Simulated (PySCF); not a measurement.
Species: C₂H₁₀O₂SSi₃.
SMILES with atom numbers: `[CH3:1][O:2][Si@@H:3]1[CH2:4][O:5][Si@H:6]1[S:7][SiH3:8]`

Structure used (GFN2-xTB), in Å, numbered top down from 1:
```xyz
18
C2H10O2SSi3 angstrom
C     -3.5893    0.8115   -0.5716
O     -2.5360   -0.0412   -0.2366
Si    -1.0102   -0.0166   -0.7708
C     -0.1172   -1.5396   -0.0139
O      1.0110   -0.8719    0.5689
Si     0.6867    0.7509    0.5930
S      2.4698    1.7325   -0.0811
Si     3.6904    0.0302   -0.5645
H     -4.5001    0.4165   -0.1223
H     -3.7125    0.8608   -1.6549
H     -3.4059    1.8191   -0.1934
H     -0.9448    0.0058   -2.2405
H      0.2635   -2.2854   -0.7111
H     -0.6581   -2.0603    0.7785
H      0.4892    1.2117    1.9697
H      3.9266   -0.7470    0.6404
H      3.0257   -0.7372   -1.6098
H      4.9025    0.6663   -1.0565
```

NICS is the negative of the GIAO shielding at a point without a nucleus: at the ring centre (0) and 1 Å above and below it (1); zz is the component along the ring normal. Level: GIAO PBE0/pcSseg-1 (PySCF, non-relativistic, gas phase) on the GFN2-xTB geometry, one conformer.

Ring bond lengths (Å), with Mayer bond orders in brackets: Si3–C4 1.921 (0.87), C4–O5 1.435 (0.85), O5–Si6 1.655 (0.94), Si6–Si3 2.308 (0.86).

What do the NICS probes read (ppm)?

```
         ring                                                      type  NICS(0)  NICS(1), two faces  NICS(1)zz, two faces  rms pucker (Å)  centre to ring atoms, mean (Å)
Si3–C4–O5–Si6  4-membered ring with O and 2 Si; formal bonds all single     -0.9          -1.8 / 0.3             1.2 / 3.1            0.08                            1.28
```

What can be read from them?

- Si3–C4–O5–Si6: mean NICS(1)zz 2.1 ppm, near zero. Si3, C4, Si6 have four or more neighbours; no verdict on aromaticity is drawn.

Give the inner angles of the rings and the Hirshfeld charges of the ring atoms.

- Si3–C4–O5–Si6: Si3 71.9° (+0.335 e), C4 99.0° (-0.090 e), O5 107.9° (-0.230 e), Si6 79.0° (+0.292 e); sum 357.9° against 360° for a flat convex ring.

Hardware: an AMD EPYC with one thread (shared host). Cost: 2.4 min wall (grids of density and orbitals included), 1.0 GiB resident at most. This is the whole shielding run at PBE0/pcSseg-1, SCF included.
